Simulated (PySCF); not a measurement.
The isolated species `CC#C[SiH2][Si@@H]([SiH3])[SiH2]C` is ionised with Mg Kα (hν = 1253.6 eV). Calculated photoelectron kinetic energies of its computed core levels, recoil neglected:

| line | kinetic energy (eV) |
| --- | --- |
| 1 | 1148.05 |
| 2 | 1147.57 |
| 3 | 1147.43 |
| 4 | 1147.42 |
| 5 | 1147.27 |
| 6 | 1146.94 |
| 7 | 1146.79 |
| 8 | 1146.65 |
| 9 | 964.14 |
| 10 | 963.60 |
| 11 | 963.49 |
| 12 | 961.95 |

Method used: PySCF, delta-SCF UKS SCAN, pcX-2 on the ionised atom, pcseg-1 elsewhere, spin-free X2C.

Question: Which element, shell and site does each line come from? Numbering: `[CH3:1][C:2]#[C:3][SiH2:4][Si@@H:5]([SiH3:6])[SiH2:7][CH3:8]`.

Answer: Against the vacuum level, binding energy = hν − kinetic energy.

```tsv
line	binding energy (eV)	level	atoms	environment
1	105.55	Si 2p3/2	Si5	SiH silicon
2	106.03	Si 2p3/2	Si7	SiH2 silicon
3	106.17	Si 2p1/2	Si5	SiH silicon
4	106.18	Si 2p3/2	Si6	SiH3 silicon
5	106.33	Si 2p3/2	Si4	SiH2 silicon
6	106.66	Si 2p1/2	Si7	SiH2 silicon
7	106.81	Si 2p1/2	Si6	SiH3 silicon
8	106.95	Si 2p1/2	Si4	SiH2 silicon
9	289.46	C 1s	C3	alkyne carbon
10	290.00	C 1s	C8	Si-methyl carbon
11	290.11	C 1s	C2	alkyne carbon
12	291.65	C 1s	C1	propargylic carbon
```

Out of reach at this photon energy: Si 1s (1846.1, 1845.2, 1845.9 and 1845.8 eV).

Question: Where does line 6 move with hν = 800.0 eV?

Answer: To 800.0 − 106.66 = 693.34 eV; every photoline shifts by the change in photon energy, -453.6 eV.

Lowest listed C 1s: C3, bonded to C (triple bond) and Si. Highest, 2.19 eV above it: C1, bonded to C and 3 H. The widest gap between neighbouring values is 1.54 eV, between 290.11 and 291.65 eV.

Question: What is the C 1s shift of C1 against C8?

Answer: 291.65 − 290.00 = +1.65 eV, or +159 kJ/mol.

Other core shells, valence and Auger electrons aren't listed. Spin contamination (⟨S²⟩ against 0.75 for a pure doublet) is marked for C 1s of C2 (0.86), which makes this value less certain. Spin–orbit and ligand-field terms were added within each 2p shell after the spin-free SCF. 2p1/2 minus 2p3/2 (ligand field included): Si 0.62 eV. Geometry: PBE0-D3(BJ)/def2-SVP, one conformer, isolated molecule.

The run took 13 min on an Intel Xeon at 2.50 GHz with one thread, shared host with 64 logical CPUs at a one-minute load of 62, and the process peaked at 0.72 GiB of memory.

Conformer computed: `[CH3:1][C:2]#[C:3][SiH2:4][Si@@H:5]([SiH3:6])[SiH2:7][CH3:8]`: C3–Si4–Si5–Si6 -176°, Si4–Si5–Si7–C8 62°.
